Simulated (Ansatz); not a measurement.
`B[SiH](F)OC` + H–F → `B[SiH](F)F` + CH₃OH at 500 K and 1 bar (ligand exchange at the Si–O bond).

Computed with Ansatz on PBE0-D4/def2-TZVP structures; ΔE is electronic, products minus reactants. CCSD(T)/CBS adds triple-zeta CCSD(T) − MP2 to the extrapolated MP2 energy (def2 sets, frozen cores). This one scheme is used for every species. One conformer a species, not always the lowest.

| species | CCSD(T)/CBS energy (Eh) | H − E (kJ/mol) | S (J/(mol·K)) |
| --- | --- | --- | --- |
| `B[SiH](F)OC` | -530.56175 | 245.2 | 432.4 |
| H–F | -100.39570 | 39.4 | 188.7 |
| `B[SiH](F)F` | -515.35308 | 127.5 | 369.5 |
| CH₃OH | -115.61712 | 157.0 | 265.4 |

H − E and S are ideal-gas, rigid-rotor, harmonic terms from PBE0-D4/def2-TZVP, for one conformer and one mirror image of each species. 1 Eh = 2625.50 kJ/mol, R = 8.31446 J/(mol·K).

Q: By hand: ΔE, ΔH, ΔS and ΔG.

A: ΔE = (-515.35308) + (-115.61712) − (-530.56175) − (-100.39570) = -0.01275 Eh = -33.5 kJ/mol. Δ(H − E) = 127.5 + 157.0 − 245.2 − 39.4 = -0.1, so ΔH = -33.6 kJ/mol. ΔS = 369.5 + 265.4 − 432.4 − 188.7 = 13.8 J/(mol·K). ΔG = -33.6 − 500 × (13.8)/1000 = -40.5 kJ/mol.

Q: By hand: the equilibrium constant, and the temperature at which ΔG would vanish if ΔH and ΔS stayed fixed.

A: log₁₀ K = −ΔG/(RT ln 10) = 4.2. ΔH and −TΔS have one sign here, so there is no such temperature.

The number of gas molecules stays the same, so ΔS is small and ΔH decides. A doubt of 5 kJ/mol in ΔE shifts log₁₀ K by 0.5 here. Other conformers and mirror images would add mixing entropy, several J/(mol·K) or more a flexible species. Modes under 60 cm⁻¹, often nearly free rotors, make the harmonic entropy too high. These are equilibria of isolated gas molecules and say nothing of rates. Largest T1 diagnostic: 0.012 (customary marks: 0.02 for closed shells, 0.045 for open ones).
